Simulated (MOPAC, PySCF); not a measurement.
H$_{5}$InN$_{2}$O, SMILES `[NH2][In]([NH2])[OH]`, neutral singlet in the gas phase. 

Cartesian coordinates (Å):
```xyz
9

N      1.8548    -0.8396    -0.1998
In     0.0817     0.1686    -0.0258
N     -1.8165    -0.5986    -0.2274
O      0.3210     2.1708    -0.1443
H      2.6347    -0.2612     0.1202
H      1.8831    -1.7117     0.3316
H     -1.9076    -1.5348     0.1732
H     -2.5158    -0.0093     0.2300
H     -0.5355     2.6158    -0.2579
```
Charge 0, multiplicity 1.

All levels are single points at this geometry (PBE-D3(BJ)/def2-TZVP); Pople sets use spherical d functions. Orbital energies aren't observables, and empty levels follow the basis.

B3LYP/6-31G* (LANL2DZ on In) in PySCF gives HOMO (eV) = -6.48.

Problem. Estimate the HOMO (eV) from each of these levels: PBE-D3(BJ)/def2-TZVP in PySCF; B3LYP/6-311+G** (LANL2DZ on In) in PySCF; B3LYP/LANL2DZ in PySCF; BP86/6-31G* (LANL2DZ on In) in PySCF; PBE/6-31G* (LANL2DZ on In) in PySCF; AM1 in MOPAC; PM3 in MOPAC; PM7 in MOPAC.

Solution. 
```
level                                     HOMO (eV)
----------------------------------------  ---------
PBE-D3(BJ)/def2-TZVP in PySCF                 -5.83
B3LYP/6-311+G** (LANL2DZ on In) in PySCF      -7.06
B3LYP/LANL2DZ in PySCF                        -6.62
BP86/6-31G* (LANL2DZ on In) in PySCF          -5.44
PBE/6-31G* (LANL2DZ on In) in PySCF           -5.33
AM1 in MOPAC                                  -9.64
PM3 in MOPAC                                  -9.45
PM7 in MOPAC                                  -9.68
```
